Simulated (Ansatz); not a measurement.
`[OH][Ga]([OH])[SH]`: the same geometry under several functionals.

```yaml
crystal:
  periodic: [false, false, false]
  atoms:
    - {symbol: O, position_ang: [-1.503351, -0.944889, -0.182838]}
    - {symbol: Ga, position_ang: [-0.022049, -0.087719, 0.282540]}
    - {symbol: O, position_ang: [0.365845, -0.185767, 2.009132]}
    - {symbol: S, position_ang: [1.267393, 1.018479, -1.113196]}
    - {symbol: H, position_ang: [-1.716197, -0.888639, -1.116050]}
    - {symbol: H, position_ang: [1.170262, 0.274831, 2.255584]}
    - {symbol: H, position_ang: [0.499299, 0.745703, -2.180872]}
basis:
  gaussian: {orbitals: def2-TZVPP}
hamiltonian: {xc: {name: CAM-B3LYP}, dispersion: d4}
output: {orbitals: {seedname: orbitals}}
```

```sh
$ ansatz run in.yaml --threads 4 --pin off --events-out ev --progress --plain --max-ram 10444MiB
```

Shortened log:

```
Functional definition: CAM-B3LYP
1178 factors; their error is unknown
251 factors; integrals over basis functions are off by at most 1.4e-5 eV
mean field evaluation 1: about -67353.2624 eV, gradient 8.1e1 eV
mean field evaluation 2: about -67335.2107 eV, gradient 1.3e2 eV
mean field evaluation 4: about -67363.4544 eV, gradient 3.7e0 eV
mean field evaluation 8: about -67363.6309 eV, gradient 1.9e-1 eV
mean field evaluation 16: about -67363.6309 eV, gradient 7.7e-5 eV
mean field -67363.63092798 eV, -2475.5677758943 hartree, gradient 7.7e-5 eV, S^2 0.000000; 0 other end points of the search recorded, 0 dependent functions left out
reference -67363.63104238 eV, -2475.5677800984 hartree; 33, 33 occupied and 161, 161 virtual orbitals, 1178 factors
Total energy: -67363.75925006 eV, -2475.5724916437 hartree
```

Hardware: 4 threads of an Arm Neoverse V2 on a shared host. Wall time 1.9 s, peak host memory 0.56 GiB.

Changing it to `hamiltonian: {xc: pbe, dispersion: d4}` and forces (abridged; 1.4 s):

```
Functional definition: PBE
mean field evaluation 16: about -67344.4667 eV, gradient 4.2e-4 eV
mean field -67344.46668996 eV, -2474.8635031371 hartree, gradient 2.5e-5 eV, S^2 0.000000
Total energy: -67344.61199415 eV, -2474.8688429676 hartree
Atom 0 force    -0.352535    -0.305377     0.396880 eV/Å
Atom 1 force     0.194987     0.175907    -0.259189 eV/Å
Atom 2 force    -0.333123    -0.293598     0.399341 eV/Å
Atom 3 force     0.322509     0.201306     0.030160 eV/Å
Atom 4 force    -0.078779     0.044307    -0.465683 eV/Å
Atom 5 force     0.398032     0.234866     0.096222 eV/Å
Atom 6 force    -0.151091    -0.057411    -0.197730 eV/Å
Dipole moment:     0.135561     0.163477    -0.377325 e Å
```

The same input with `hamiltonian: {xc: pbe0, dispersion: d4}` (abridged; 1.7 s):

```
Functional definition: PBE0
mean field evaluation 16: about -67346.3312 eV, gradient 1.3e-4 eV
mean field -67346.33119514 eV, -2474.9320224385 hartree, gradient 2.7e-5 eV, S^2 0.000000
Total energy: -67346.45510180 eV, -2474.9365759245 hartree
```

Changing it to `hamiltonian: {xc: {name: B2PLYP}}` (abridged; 2.7 s):

```
Functional definition: B2PLYP
mean field evaluation 16: about -67337.5465 eV, gradient 3.5e-4 eV
mean field -67337.54646510 eV, -2474.6091895640 hartree, gradient 1.8e-6 eV, S^2 0.000000
16 core orbitals not correlated: weight in the atoms' cores, before any rotation towards them, 1.000 or more for the frozen orbitals, at most 0.000 for the correlated occupied ones
second order -29.48846235 eV of doubles, -0.00000000 eV of singles
Total energy: -67345.50849718 eV, -2474.9017888460 hartree
```

The same input with `hamiltonian: {xc: {name: BHLYP}, dispersion: d4}` (abridged; 1.8 s):

```
Functional definition: BHLYP
mean field evaluation 16: about -67358.5413 eV, gradient 5.7e-5 eV
mean field -67358.54130103 eV, -2475.3807355536 hartree, gradient 5.7e-5 eV, S^2 0.000000
Total energy: -67358.74637903 eV, -2475.3882720310 hartree
```

With the line `hamiltonian: {xc: {name: B3LYP}, dispersion: d4}` and forces (abridged; 2.4 s):

```
Functional definition: B3LYP
mean field evaluation 16: about -67363.2180 eV, gradient 2.2e-3 eV
mean field -67363.21801908 eV, -2475.5526017722 hartree, gradient 6.7e-5 eV, S^2 0.000000
Total energy: -67363.45504182 eV, -2475.5613121971 hartree
Atom 0 force    -0.203668    -0.118141    -0.045097 eV/Å
Atom 1 force     0.048100     0.040277    -0.054409 eV/Å
Atom 2 force     0.043360    -0.022370     0.236144 eV/Å
Atom 3 force     0.112361     0.103475    -0.147622 eV/Å
Atom 4 force    -0.045114    -0.023596    -0.033130 eV/Å
Atom 5 force     0.027171     0.007591     0.057418 eV/Å
Atom 6 force     0.017791     0.012764    -0.013303 eV/Å
Dipole moment:     0.159293     0.184837    -0.407683 e Å
```

B3LYP takes the VWN-RPA correlation (the form of Gaussian; ORCA's B3LYP/G).
